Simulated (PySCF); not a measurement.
HF2OS (SMILES [OH+]=S(F)F), charge +1, singlet, geometry from GFN2-xTB.

Input for PySCF:
```python
from pyscf import gto, scf, mp

mol = gto.Mole()
mol.atom = '''
    O     1.292238   -0.536346    0.124384
    S    -0.122331   -0.085726    0.462428
    F    -0.980179   -0.706323   -0.735271
    F    -0.164806    1.398706   -0.129337
    H     1.924263   -0.569057   -0.612460
'''
mol.basis = 'cc-pvdz'
mol.charge = 1
mol.spin = 0
mol.verbose = 4
mol.build()

mf = scf.RHF(mol)
mf.kernel()

pt = mp.MP2(mf)
pt.kernel()
print('E(MP2) = %.10f' % pt.e_tot)
```

Q: What does this run give for the number of basis functions, MP2 correlation energy, total energy, SCF-reference HOMO energy, nuclear repulsion energy, SCF-reference HOMO-LUMO gap?

A: 
```
Item                                  Result
---------------------------  ---------------
number of basis functions                 65
MP2 correlation energy            -0.7185 Eh
total energy                 -1344.335034 Ry
SCF-reference HOMO energy          -22.56 eV
nuclear repulsion energy         200.6637 Eh
SCF-reference HOMO-LUMO gap         17.90 eV
```
